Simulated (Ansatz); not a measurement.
Ideal-gas functions of C$_{2}$H$_{3}$InS (`C1=[CH][InH][S]1`) at 800 K and 1 bar, from an Ansatz frequency run at PBE0-D4/def2-TZVP.

Molar mass 173.93 g/mol, point group Cs (symmetry number 1), electronic degeneracy 1, moments of inertia 75.463, 196.622, 272.085 u Å². Harmonic wavenumbers (cm⁻¹, unscaled): 229, 259, 385, 453, 456, 654, 689, 746, 948, 1048, 1241, 1535, 1870, 3131, 3210.

Use S(trans) = R[1.5 ln M + 2.5 ln T − 1.1517]; rotational temperatures θ = 24.2544 K / I; S(rot) = R[ln(√π/σ · √(T³/θAθBθC)) + 1.5]; for each mode x = 1.438777 ν̃/T, S = R[x/(eˣ − 1) − ln(1 − e⁻ˣ)] and H = RT x/(eˣ − 1); 1 cm⁻¹ = 0.0119627 kJ/mol; R = 8.31446 J/(mol·K).

**Question.** By hand: the entropy, in J/(mol·K).

**Answer.** Translation 193.7. Rotation: θ = 0.3214, 0.1234, 0.0891 K, giving 124.1. Vibration, mode by mode: 15.75, 14.74, 11.53, 10.24, 10.19, 7.43, 7.04, 6.47, 4.82, 4.18, 3.18, 2.09, 1.30, 0.20, 0.18, in all 99.3. Electronic 0.0. Sum 417.1 J/(mol·K).

**Question.** By hand: H − E and G − E in kJ/mol, counted from the electronic energy.

**Answer.** Zero-point energy ½ × 16854 × 0.0119627 = 100.8; thermal vibration 42.7; translation, rotation and pV give 4 RT = 26.6. H − E = 170.1 kJ/mol, and G − E = 170.1 − 800 × 417.1/1000 = -163.6 kJ/mol.

Vibration gives 24 % of the entropy.
